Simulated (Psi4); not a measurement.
Pair of molecules, SMILES [AlH3] with SMILES O (the first has 4 atoms); geometry from B3LYP-D3(BJ)/def2-TZVP, rigid monomers moved along the line of their centres of mass till Al1···O5 is 1.84 Å.
(charge 0, multiplicity 1):
```xyz
7

Al    -0.02131     0.21827     0.32569
H      0.60330    -0.93481    -0.56573
H     -1.60833     0.38573     0.33738
H      0.86874     1.50996     0.61919
O      0.09993    -0.47430     2.02595
H     -0.76512    -0.57590     2.44356
H      0.64803     0.07032     2.60562
```

Calculation: SAPT0/jun-cc-pV(D+d)Z (Psi4 1.11).

Q: Which attractive term is largest, and how does the interaction split up?

A: electrostatics -65.69, exchange 75.32, induction -22.97, dispersion -6.25, total -19.58 kcal/mol; the largest attraction is electrostatics.
